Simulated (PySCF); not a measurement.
## How methods differ on the excitation energy of Ir⁺

Ir⁺ [Xe] 4f14 5d7 6s1 (5F) → Ir⁺ [Xe] 4f14 5d8 (3F), as a difference of total energies. Calculation: PySCF 2.14, in ANO-RCC-VTZP (8s7p5d3f1g, 84 functions); the spin-free X2C one-electron Hamiltonian (Gaussian nucleus). The calculations carry no spin-orbit coupling.

```json
{"method": "UHF", "excitation energy (eV)": "0.835"}
{"method": "M06-L", "excitation energy (eV)": "0.473"}
{"method": "LC-wPBE", "excitation energy (eV)": "0.201"}
{"method": "B3LYP", "excitation energy (eV)": "0.209"}
```

For comparison: 0.362 eV (measured; NIST levels, between the centres of gravity of the two terms).
